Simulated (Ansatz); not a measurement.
`O[SiH2]C[Si](O)(Cl)Cl`, relaxed with RKS PBE0-D4/def2-TZVP in Ansatz 0.2.0 from a GFN2-xTB geometry. The force threshold is 0.005 eV/Å; the program also tests the step.

Total charge 0; spin multiplicity 1.

Start:

```xyz
13

O    -0.943    1.636    0.048
Si   -0.799    0.508    1.232
C    -0.252   -1.055    0.305
Si    1.110   -0.724   -0.973
O     0.713    0.509   -1.944
Cl    2.840   -0.288   -0.012
Cl    1.411   -2.277   -2.216
H    -1.302    2.498    0.243
H    -2.099    0.308    1.873
H     0.199    0.960    2.199
H     0.072   -1.795    1.033
H    -1.111   -1.487   -0.206
H     0.161    1.206   -1.581
```

```tsv
step	energy (eV)	largest force (eV/Å)	largest move (Å)
1	-46019.1715	1.011	0.000
2	-46019.2500	0.444	0.072
3	-46019.2639	0.155	0.029
4	-46019.2669	0.117	0.023
5	-46019.2689	0.102	0.033
6	-46019.2701	0.051	0.034
7	-46019.2711	0.100	0.089
8	-46019.2722	0.080	0.037
9	-46019.2728	0.049	0.063
10	-46019.2730	0.023	0.011
11	-46019.2731	0.008	0.009
12	-46019.2731	0.005	0.007
13	-46019.2731	0.003	0.004
```

End:

```xyz
13

O    -0.859    1.690    0.069
Si   -0.796    0.478    1.210
C    -0.256   -1.037    0.273
Si    1.054   -0.694   -0.991
O     0.577    0.433   -2.055
Cl    2.749   -0.100    0.003
Cl    1.518   -2.363   -2.063
H    -1.089    2.574    0.356
H    -2.139    0.293    1.822
H     0.170    0.829    2.281
H     0.109   -1.786    0.983
H    -1.117   -1.466   -0.251
H     0.078    1.150   -1.637
```

Hardware: 2 threads of an AMD EPYC 7R13 on a shared host and a share of an NVIDIA H100 80 GB. Wall time 21 s, peak host memory 0.99 GiB.
